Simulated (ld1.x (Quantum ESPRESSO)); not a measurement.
# Which change was made? (C, TM)

C (Z = 6), norm-conserving Troullier–Martins (Kleinman–Bylander form), made with ld1.x (Quantum ESPRESSO) 7.5 (PBE, non-relativistic). Core [He], reference 2s1.5 2p2.5. Waves: 2p (bound): rc 2.25 bohr; 3d channel at -0.1 Ry: rc 2.35 bohr; 2s (bound): rc 0.90 bohr. Local part: the s channel. Core correction: a·sin(br)/r model core inside 0.95 bohr.

Cutoffs, loose and tight: the cutoffs (Ry, on a coarse ladder) from which the occupation-weighted sum of valence levels, in a spherical-Bessel basis at the reference potential, stays within 10 and 1 mRy of its value at 400 Ry. They do not see the model core or the augmentation charge, which bear on the density cutoff. Test errors are all-electron minus pseudo excitation energies from the reference, over the configurations 2s2 2p2; 2s2 2p1; 2s2 2p0; 2s2 2p2.3; 2s0 2p4; 2s1 2p2; 2s2 2p1.5; variants that change the core or the reference have their own tests. The largest error is taken over the tests solved by every variant that gives reliable tests at all, those not shown here included: 2s2 2p0; 2s2 2p1; 2s2 2p2.

The base gives: outcome: generated; cutoff, loose: 35 Ry; cutoff, tight: 100 Ry; bound ghosts: none; largest test error (meV): +526.

**Question.** After one change the result is: outcome: generated, overlap not positive; bound ghosts: not determined (overlap not positive); largest test error (meV): +4708. Which change was it?
A. all radii but the core radius scaled by about 1.31 (s 1.18, p 2.94, d 3.06 bohr)
B. wave 2s (bound): rc 0.90 bohr becomes 2s (bound): rc 1.28 bohr
C. type PAW; waves now 2s (bound): rcut 0.80, rcutus 0.90 bohr; 2s channel at 2.5 Ry: rcut 0.80, rcutus 0.90 bohr; 2p (bound): rcut 1.95, rcutus 2.25 bohr; 2p channel at -0.1 Ry: rcut 1.95, rcutus 2.25 bohr; 3d channel at -0.1 Ry: rcut 2.05, rcutus 2.35 bohr; 3d channel at 1.05 Ry: rcut 2.05, rcutus 2.35 bohr; local potential all-electron potential smoothed inside 1.25 bohr (lloc = -1); augmentation PSQ, inside the norm-conserving radii

**Answer.** C. The others give: wave 2s (bound): rc 0.90 bohr becomes 2s (bound): rc 1.28 bohr → outcome: generated; cutoff, loose: 30 Ry; cutoff, tight: 70 Ry; bound ghosts: none; largest test error (meV): +538 | all radii but the core radius scaled by about 1.31 (s 1.18, p 2.94, d 3.06 bohr) → outcome: generated; cutoff, loose: 35 Ry; cutoff, tight: 80 Ry; bound ghosts: none; largest test error (meV): +1300. A file whose overlap is not positive is unfit for use, and its test errors describe a broken file.
